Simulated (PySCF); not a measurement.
Q: Give a PBE0-D3(BJ)/def2-SVP geometry of `Clc1ccc[cH+]cc1`. (Charge +1.)

A: 
```
atom  x, y, z in Å
Cl1    2.504   -1.739   -0.079
C2     1.078   -0.809   -0.019
C3     1.249    0.586    0.036
C4     0.277    1.576    0.093
C5    -1.120    1.455    0.110
C6    -1.880    0.293    0.074
C7    -1.429   -1.034    0.011
C8    -0.132   -1.526   -0.030
H9     2.289    0.927    0.034
H10    0.662    2.599    0.129
H11   -1.678    2.395    0.158
H12   -2.966    0.425    0.097
H13   -2.213   -1.798   -0.008
H14   -0.027   -2.614   -0.076
```

Orientation and origin are arbitrary. Atoms count from 1 in this order. C4 (aromatic CH carbon) is planar (angles 129.6°, 115.5° and 114.9°, sum 360.0°, 0.00 Å off the plane of its three neighbours). The 8 heavy atoms lie in one plane (0.000 Å rms). C3 (aromatic CH carbon) is planar (angles 128.6°, 116.3° and 115.1°, sum 360.0°, 0.00 Å off the plane of its three neighbours). The 7-membered ring C2–C3–C4–C5–C6–C7–C8 has internal angles of 127.6° to 129.6° (sum 900°, against 900° for a flat polygon); it is planar, 0.00 Å rms from its mean plane, widest ring torsion 0°.

Bonds between heavy atoms (Å): Cl1–C2 1.703, C2–C3 1.407, C3–C4 1.388, C4–C5 1.402, C5–C6 1.389, C6–C7 1.402, C7–C8 1.388, C2–C8 1.407.

Computed, not measured: PBE0-D3(BJ)/def2-SVP geometry optimisation, gas phase in PySCF 2.14.0.

Point group: C2v (every atom within 0.08 Å of its image). Stationary, but not proved a minimum.
